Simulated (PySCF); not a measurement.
C₂H₃O₂, SMILES CO[C]=O, multiplicity 2. Coordinates come from a PBE0-D3(BJ)/def2-SVP optimisation. The isomer is the one that the SMILES or the coordinates give; other isomers of the formula were not compared. The values are those of a single conformer.

Method: PySCF 2.14.0 with PBE0-D3(BJ)/def2-SVP.

Harmonic wavenumbers (cm⁻¹): 88, 273, 395, 777, 959, 1155, 1178, 1242, 1447, 1458, 1465, 1934, 3074, 3180, 3222. Rotational constants (GHz): 23.42, 6.804, 5.457; symmetry number 1.

Question: Work out the zero-point energy and the ideal-gas rigid-rotor harmonic-oscillator thermochemistry at 298.15 K and 1 atm.

Answer: ZPE = ½ Σ hcν = ½ × 21846 cm⁻¹ = 130.67 kJ/mol. H − E(el) = 145.11 kJ/mol. Entropy in J/(mol K): translation 159.61, rotation 98.03, vibration 28.30, spin 5.76, total 291.70. G − E(el) = 58.14 kJ/mol. Cp = 63.33 J/(mol K). Modes under 150 cm⁻¹ make the vibrational entropy uncertain.
